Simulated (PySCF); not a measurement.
# Static response to an electric field

Compound: C4H6F4O.
SMILES with atom numbers: `[CH3:1][C@@H:2]([F:3])[O:4][C@H:5]([F:6])[CH:7]([F:8])[F:9]` (hydrogens: H10, H11, H12 on C1; H13 on C2; H14 on C5; H15 on C7)

Structure used (GFN2-xTB), in Å, numbered top down from 1:
```xyz
15
C4H6F4O angstrom
C      2.3597    0.5037    0.2378
C      1.0836   -0.1871    0.6664
F      0.7068    0.2572    1.9154
O      0.0696    0.1348   -0.2418
C     -1.1383   -0.4823   -0.0267
F     -1.0478   -1.8157   -0.3620
C     -2.1739    0.1657   -0.9584
F     -3.3863   -0.3845   -0.7556
F     -2.2859    1.4756   -0.6744
H      2.1744    1.5709    0.1565
H      3.1330    0.3245    0.9786
H      2.6723    0.1166   -0.7261
H      1.1996   -1.2787    0.7632
H     -1.4740   -0.4425    1.0211
H     -1.8973    0.0497   -2.0160
```

Level: B3LYP/def2-SVPD (PySCF), static field, nuclei fixed, core orbitals frozen in the response. The polarisability tensor in these axes (au):

```
x   67.16  2.25  3.39
y    2.25 55.01  0.25
z    3.39  0.25 54.58
```

What are the eigenvalues, a third of the trace, and Δα (Δα² = ½Σ(αi − αj)² over the three pairs)?

Principal values 53.63, 54.73 and 68.39 au; mean 58.92 au = 8.73 Å³ = 9.71 × 10⁻⁴⁰ C²·m²/J; Δα = 14.24 au (24 % of the mean).

What is the dipole moment, and where does it point?

(2.49, -0.41, -0.64) D, 2.60 D in size, pointing from the negative to the positive side. Measured along this direction, the outermost atoms are F8 at the negative end and H12 and H11 at the positive end.

Sum over states: ᾱ = Σ f/ω², ω in Eh. What share falls to these 8 lowest TDDFT singlets (eV, f)? 8.78, 0.0362; 8.88, 0.0084; 9.19, 0.0036; 9.22, 0.0315; 9.39, 0.0098; 9.55, 0.0038; 9.57, 0.0256; 9.68, 0.0153.

They add up to 1.17 au, 2.0 % of the 58.92 au; the largest single term is 0.35 au, from the state at 8.78 eV. Terms in order: 0.35, 0.08, 0.03, 0.27, 0.08, 0.03, 0.21, 0.12 au. Higher excitations give the rest. The strengths listed sum to 0.134.

Rayleigh depolarisation ratio (linearly polarised light, static tensor)?

ρ = 3Δα²/(45ᾱ² + 4Δα²) = 608.5/(156196 + 811.4) = 0.00388.

Traceless (Buckingham) quadrupole moment about the centre of nuclear charge: eigenvalues?

-5.88, 1.63, 4.25 D·Å. The values depend on the origin, since the dipole doesn't vanish. The electronic extent ⟨r²⟩ about the same centre is 1397 bohr², a root-mean-square distance of 2.30 Å for the 74 electrons.

Isolated species at its GFN2-xTB geometry (one conformer only).

The run behind these numbers computed excited states as well. Time: 97 s wall (grids of density and orbitals included); peak memory 0.98 GiB. Hardware: one thread of an Arm Neoverse V1, shared host with 32 logical CPUs at a one-minute load of 30.
